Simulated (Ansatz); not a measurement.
Consider the formal hydrolysis of the Si–Br bond: `N[Si](N)(Cl)Br` + H₂O → `N[Si](N)(O)Cl` + HBr.

Gas-phase electronic energies from Ansatz, PBE0-D4/def2-TZVP geometries. CBS: MP2 limit from def2 TZ/QZ plus the TZ coupled-cluster correction, frozen cores. This one scheme is used for every species. DFT in def2-TZVPP. HSE06 is defined as in plane-wave codes. For Br outer-core shells are correlated without core-valence functions, which leaves a few kJ/mol of doubt a bond. Scalar relativity is left out up to krypton. Each species was taken in one conformer, which may not be the lowest.

| level | ΔE (kcal/mol) | difference from CCSD(T)/CBS |
| --- | --- | --- |
| LDA (SPW92) | -4.1 | -1.5 |
| PBE0-D4 | -2.0 | 0.6 |
| r2SCANh-D4 | -3.8 | -1.2 |
| CAM-B3LYP-D4 | -5.8 | -3.2 |
| ωB97X-V | -4.0 | -1.4 |
| ωB97M-V | -3.9 | -1.3 |
| r2SCAN | -4.0 | -1.4 |
| PBE0 | -2.7 | -0.1 |
| r2SCAN0 | -3.9 | -1.3 |
| HSE06 | -2.7 | -0.1 |
| LC-ωPBE | -4.2 | -1.6 |
| MP2/def2-SVP | -3.4 | -0.8 |
| CCSD(T)/def2-SVP | -4.5 | -1.9 |
| MP2/def2-TZVPP | -2.8 | -0.2 |
| CCSD(T)/def2-TZVPP | -4.6 | -2.0 |
| CCSD/CBS(def2) | -3.1 | -0.5 |
| CCSD(T)/CBS | -2.6 | 0 |

Largest T1 diagnostic among the species: 0.010.

At CCSD(T), def2-SVP lies −1.9 kcal/mol from the extrapolated value and def2-TZVPP −2.0 kcal/mol. Leaving LDA and LC-ωPBE aside and taking each functional with its dispersion term where it has one, the values, not all of them listed here, spread over 4.5 kcal/mol, from CAM-B3LYP-D4 to revPBE-D4. LDA lies −1.6 kcal/mol from PBE without D4. In def2-TZVPP, CCSD(T) changes the Hartree–Fock value by +2.2 kcal/mol (the triples alone add +0.5 kcal/mol) and MP2 by +3.9 kcal/mol.
